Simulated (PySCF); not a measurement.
# Two-component Hartree-Fock for Zr²⁺ (zirconium, charge +2)

Start: [Kr] 4d2; 4d5/2 filled at m_j = +3/2, +5/2. Calculated with PySCF 2.14 in x2c-TZVPall-2c with one added diffuse shell each of s, p, d type (9s10p8d1f, 86 functions): generalised Hartree-Fock with the X2C-1e Hamiltonian and a Gaussian nucleus; one run each with spin-orbit coupling (SO) switched off, then screened by Boettger's factors. This is a chosen level, not necessarily the ground level.

```json
{"spinor shell": "1s1/2", "electrons": "2", "ε, spin-free (eV)": "-18112.5", "ε, screened SO (eV)": "-18111.7", "weight of nominal j (screened SO)": "1.000", "rms radius, screened SO (bohr)": "0.0426"}
{"spinor shell": "2s1/2", "electrons": "2", "ε, spin-free (eV)": "-2594.0", "ε, screened SO (eV)": "-2593.8", "weight of nominal j (screened SO)": "1.000", "rms radius, screened SO (bohr)": "0.176"}
{"spinor shell": "2p1/2", "electrons": "2", "ε, spin-free (eV)": "-2308.6", "ε, screened SO (eV)": "-2367.8", "weight of nominal j (screened SO)": "1.000", "rms radius, screened SO (bohr)": "0.154"}
{"spinor shell": "2p3/2", "electrons": "4", "ε, spin-free (eV)": "-2308.6", "ε, screened SO (eV)": "-2280.8", "weight of nominal j (screened SO)": "1.000", "rms radius, screened SO (bohr)": "0.158"}
{"spinor shell": "3s1/2", "electrons": "2", "ε, spin-free (eV)": "-468.35", "ε, screened SO (eV)": "-468.34", "weight of nominal j (screened SO)": "1.000", "rms radius, screened SO (bohr)": "0.488"}
{"spinor shell": "3p1/2", "electrons": "2", "ε, spin-free (eV)": "-372.70", "ε, screened SO (eV)": "-382.56", "weight of nominal j (screened SO)": "1.000", "rms radius, screened SO (bohr)": "0.489"}
{"spinor shell": "3p3/2", "electrons": "4", "ε, spin-free (eV)": "-372.70", "ε, screened SO (eV)": "-368.10", "weight of nominal j (screened SO)": "1.000", "rms radius, screened SO (bohr)": "0.499"}
{"spinor shell": "3d3/2", "electrons": "4", "ε, spin-free (eV)": "-215.53", "ε, screened SO (eV)": "-217.01", "weight of nominal j (screened SO)": "0.989", "rms radius, screened SO (bohr)": "0.493"}
{"spinor shell": "3d5/2", "electrons": "6", "ε, spin-free (eV)": "-215.53", "ε, screened SO (eV)": "-214.56", "weight of nominal j (screened SO)": "0.993", "rms radius, screened SO (bohr)": "0.496"}
{"spinor shell": "4s1/2", "electrons": "2", "ε, spin-free (eV)": "-82.329", "ε, screened SO (eV)": "-82.351", "weight of nominal j (screened SO)": "1.000", "rms radius, screened SO (bohr)": "1.30"}
{"spinor shell": "4p3/2", "electrons": "4", "ε, spin-free (eV)": "-54.983", "ε, screened SO (eV)": "-54.422", "weight of nominal j (screened SO)": "0.913", "rms radius, screened SO (bohr)": "1.47"}
{"spinor shell": "4p1/2", "electrons": "2", "ε, spin-free (eV)": "-54.983", "ε, screened SO (eV)": "-56.260", "weight of nominal j (screened SO)": "0.825", "rms radius, screened SO (bohr)": "1.45"}
{"spinor shell": "4d5/2", "electrons": "2", "ε, spin-free (eV)": "-22.866", "ε, screened SO (eV)": "-22.831", "weight of nominal j (screened SO)": "0.887", "rms radius, screened SO (bohr)": "2.17"}
```

```json
{"quantity": "E (hartree)", "spin-free": "-3595.36200", "screened SO": "-3595.70598"}
{"quantity": "M_J", "spin-free": "4", "screened SO": "4"}
{"quantity": "⟨J²⟩", "spin-free": "20.007", "screened SO": "20.007"}
{"quantity": "⟨L²⟩", "spin-free": "12.006", "screened SO": "12.021"}
{"quantity": "⟨S²⟩", "spin-free": "2.001", "screened SO": "2.007"}
```

Each row is a mean over spinors that exchange with the open shell spreads, by up to 5.134 eV (4p3/2).

Rows whose weight is well below 1 are mixtures of j = l ± 1/2: exchange outweighs spin-orbit coupling there, and the label is only the starting occupation.

Breit and QED terms are absent; they matter most for the inner s and p1/2 levels.

Densities and radii are taken from the X2C orbitals without a picture-change correction, which distorts them close to the nucleus.

Without spin-orbit coupling the j labels of p, d and f shells carry no meaning; the spin-free column gives the mean over the occupied spinors of each nl shell.
